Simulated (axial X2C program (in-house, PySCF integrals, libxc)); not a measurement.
**How long does AlBi take?**

A bond scan computed with an in-house relativistic program for diatomic molecules. Basis: Bi dyall-cv3z [12s14p10d6f1g], Al dyall-v3z [8s8p2d1f] (cores contracted in-house).

The run was started with this input:
```json
{"zs": [83, 13], "q": 0, "bas": ["dyall-cv3z", "dyall-v3z"], "levels": ["PBE0", "HF", "LDA"], "cc": true, "r0": 2.77, "thr": -1.0, "nmax": 90, "npts": 10, "nst": 2, "ntry": 6}
```
```bash
python so2c.py task.json out
```

Keys: zs atomic numbers; q charge; bas basis sets; levels methods; cc coupled cluster on or off; r0 starting distance in Å; thr threshold in hartree for freezing inner shells (an s shell follows its p shell); nmax most natural virtual spinors; npts points on the curve; nst determinants followed; ntry starts of the search. HF also brings MP2.

Hardware: 1 thread of Arm Neoverse V1, on a shared host.

Wall time of one point of each curve, integrals apart:

| Hamiltonian | level | points | seconds a point |
| --- | --- | --- | --- |
| spin-free | PBE0 | 10 | 0.6 |
| spin-free | HF | 10 | 0.5 |
| spin-free | CCSD(T) (8 electrons, 89 virtuals) | 6 | 7 |
| spin-free | LDA | 10 | 0.24 |
| 2c | PBE0 | 10 | 1.1 |
| 2c | HF | 10 | 1.2 |
| 2c | CCSD(T) (8 electrons, 90 virtuals) | 7 | 7.9 |
| 2c | LDA | 10 | 0.28 |

The rest:

Search with its distance optimisation 41 s, atoms 7.9 s, whole task 190 s. Coupled cluster runs on the points near the minimum only. The program drops outer points, and coupled cluster, when its time limit (not in the input) nears; MP2, further determinants and curves that did not converge are not in the table.
